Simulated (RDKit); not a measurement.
RDKit input (MMFF94):

```python
from rdkit import Chem
from rdkit.Chem import AllChem, rdDetermineBonds

mol = Chem.MolFromXYZFile('mol.xyz')
rdDetermineBonds.DetermineBonds(mol, charge=-1)
print('SMILES', Chem.MolToSmiles(Chem.RemoveHs(mol)))
ff = AllChem.MMFFGetMoleculeForceField(mol, AllChem.MMFFGetMoleculeProperties(mol))
e0 = ff.CalcEnergy()
flag = ff.Minimize(maxIts=5000, forceTol=1e-5)
print(f'energy {e0:.4f} -> {ff.CalcEnergy():.4f} kcal/mol, converged: {flag == 0}')
print(Chem.MolToXYZBlock(mol))
```
mol.xyz:
```
5

C      1.61440100     1.13498500     0.19390100
C      0.52885900     0.34092100     0.18506100
C     -0.49906400    -0.32674900    -0.15482200
O     -1.48709800    -1.00911300    -0.32174300
H      2.03161100     1.17796000     1.22910300
```

Output:

```
SMILES C#C[C-]=O
energy 85.1694 -> 5.1980 kcal/mol, converged: True
5

C      1.502541    0.903176    0.780046
C      0.562393    0.338473    0.291125
C     -0.646032   -0.387372   -0.337314
O     -1.566876   -0.940480   -0.816196
H      2.336683    1.404207    1.213839
```

The dipole moment of an ion depends on the origin.

The geometry given is a B3LYP-D3(BJ)/def2-TZVP minimum.
